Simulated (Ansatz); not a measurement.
AsN, closed-shell singlet (the spin of the measured ground state), most abundant isotopes (14.0031 and 74.9216 u). Constants from fifth-degree fits in 1/R to seven points on the lowest solution found; no spin–orbit coupling, no relativity up to Kr; ω_e x_e and α_e move by some per cent with the fit.

Correlated levels freeze the inner cores; with def2 sets outer-core shells near the valence are correlated too. CBS: X⁻³ extrapolation of the correlation energy, Hartree–Fock from the larger set.

Run with Ansatz (Gaussian orbitals). Values without a source in brackets are computed.

At CCSD(T)/CBS(def2-TZVPP, def2-QZVPP): B₀ = 0.54475 cm⁻¹, fundamental 1084 cm⁻¹.

Question: Taking the state as ¹Σ, work out the ideal-gas entropy and heat capacity at 298.15 K and 1 bar (rigid rotor, harmonic oscillator at the fundamental, no nuclear spin).

Answer: 
Translation: S = R(1.5 ln M + 2.5 ln T − 1.1517) with M = 88.925 u gives 164.83 J/(mol K). Rotation: q = kT/(σhcB₀) = 380.4 with σ = 1 and hc/k = 1.43878 cm K, S = R(ln q + 1) = 57.71. Vibration: u = hcν/kT = 5.230, S = R(u/(eᵘ − 1) − ln(1 − e⁻ᵘ)) = 0.28. Sum S° = 222.8 J/(mol K). C_p = 7R/2 + R u² eᵘ/(eᵘ − 1)² = 30.33 J/(mol K).

Doubts at one or more of the structures used: a restricted determinant that unrestricted orbitals would lower (CCSD(T)/CBS(def2-TZVPP, def2-QZVPP)).

Ansatz is a program for electronic structure.
